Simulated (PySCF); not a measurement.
## Computed data sheet: `Cc1ccc([SiH3])c(C(=O)F)c1`

C₈H₉FOSi.
Z-matrix (Å and degrees, GFN2-xTB geometry), rows numbered from 1:
```
C 
C   1  1.4965
C   2  1.3937  1  120.72
C   3  1.3830  2  121.19  1  -179.16
C   4  1.3884  3  121.64  2    -0.11
Si  5  1.8963  4  121.91  3  -179.50
C   5  1.4014  4  116.85  3     0.15
C   7  1.4470  5  116.69  4  -179.98
O   8  1.1924  7  127.88  5    -0.20
F   8  1.3642  7  113.99  5   179.81
C   2  1.3837  1  121.07  3  -179.12
H   1  1.0876  2  110.73  3   -39.83
H   1  1.0902  2  109.89  3    79.23
H   1  1.0868  2  110.97  3  -161.08
H   3  1.0811  2  119.14  1     1.02
H   4  1.0799  3  119.38  2  -179.98
H   6  1.4737  5  103.12  4     0.15
H   6  1.4579  5  110.38  4   114.97
H   6  1.4579  5  110.68  4  -114.85
H  11  1.0804  2  120.03  1    -0.86
```

Some functional groups and rings: benzene ring, C–F bond, Si–H bond and C–Si bond.

**GFN2-xTB geometry**

```yaml
Rotational_constants_A_B_C_of_the_GFN2-xTB_geometry: 1.388, 0.789, 0.508 GHz
```

From PBE0/pcSseg-1 ground state and GIAO shieldings, non-relativistic (PySCF):

```yaml
Dipole_moment: 4.31 D
HOMO_energy: -7.71 eV
LUMO_energy: -2.14 eV
HOMO–LUMO_gap: 5.57 eV
Lowest_Hirshfeld_atomic_charge: -0.18 e on O9
Highest_Hirshfeld_atomic_charge: +0.28 e on Si6
13C_chemical_shifts_computed_TMS_as_zero_by_class: 170.7 (C8), 148.1 (C5), 146.5 (C2), 143.3 (C4), 141.3 (C3), 138.5 (C11), 133.3 (C7), 23.9 (C1) ppm
1H_chemical_shifts_computed_TMS_as_zero_by_class: 8.37 (H20), 8.17 (H16), 7.83 (H15), 4.69 (H17/H18/H19), 2.62 (H12/H13/H14) ppm
Isotropic_shieldings_of_nuclei_other_than_C_and_H_by_class: -96 (O9), 159 (F10), 418 (Si6) ppm
Mayer_bond_orders_between_heavy_atoms: C1–C2 1.07, C2–C3 1.39, C3–C4 1.44, C4–C5 1.45, C5–Si6 0.85, C5–C7 1.31, C7–C8 1.08, C8–O9 1.92, C8–F10 0.96, C7–C11 1.34, C11–C2 1.39
```

Monoisotopic mass from the formula: 168.0407 u.

The dipole matches unit charges of opposite sign 0.90 Å apart (1 e·Å = 4.8032 D). With B = h/(8π²I), that is 505.379 GHz u Å² over I, the principal moments of inertia are 364.2, 640.7 and 995.6 u Å² (most abundant isotopes); the inertial defect Ic − Ia − Ib is -9.3 u Å² (zero for a rigid planar frame, negative otherwise). The rotational constants make it an asymmetric top with κ = (2B − A − C)/(A − C) = -0.36, nearer the prolate limit (−1).

Isolated species at its GFN2-xTB geometry (one conformer only). NMR classes are plain means over equivalent atoms (diastereotopic ones count apart unless rotation or inversion swaps them), as if these changed places fast; in this geometry the members of some classes differ.

For the NMR shielding job (PBE0/pcSseg-1), time: 2.0 min wall (with the writing of density and orbital grids); peak memory 1.1 GiB. Hardware: Arm Neoverse N1, one thread, no GPU, shared host with 64 logical CPUs at a one-minute load of 60.
